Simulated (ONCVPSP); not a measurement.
Configuration tests for bromine (Br) (ONCV)

ONCVPSP 4.0.1 input, shortened (lines: element, Z, core and valence counts, functional; n l f; lmax; l rc ep ncon nbas qcut; lloc lpopt rc5 dvloc0; l nproj debl; icmod fcfact rcfact), PBE, scalar-relativistic:

```
  Br 35.00    3    5        4      upf
    1    0    2.00
    2    0    2.00
    2    1    6.00
    3    0    2.00
    3    1    6.00
    3    2   10.00
    4    0    2.00
    4    1    4.75
    2
    0    0.80    0.00    3    8   11.30
    1    0.80    0.00    4    7   16.90
    2    0.80    0.00    3    8   22.50
    4    5    0.65    4.00
    0    2    0.60
    1    2    2.00
    2    2    0.90
    0    0.00    0.00
```

In the d channel the program set the typed energies aside and used -2.548, 0.250 Ha.

Energies are relative to the spin-unpolarised reference configuration 3s2 3p6 3d10 4s2 4p4.75; without spin polarisation the order of configurations can differ from experiment.

Q: Give the all-electron excitation energy and the error of the potential for: 3s2 3p6 3d10 4s2 4p5; 3s2 3p6 3d10 4s2 4p4; 3s2 3p6 3d10 4s2 4p3; 3s2 3p6 3d9 4s2 4p6.

A:

```tsv
valence configuration	charge	ΔE all-electron (eV)	error AE − PS (meV)
3s2 3p6 3d10 4s2 4p5	0	-2.247	+0.2
3s2 3p6 3d10 4s2 4p4	+1	10.307	-1.2
3s2 3p6 3d10 4s2 4p3	+2	33.067	-3.9
3s2 3p6 3d9 4s2 4p6	0	62.063	+67
```
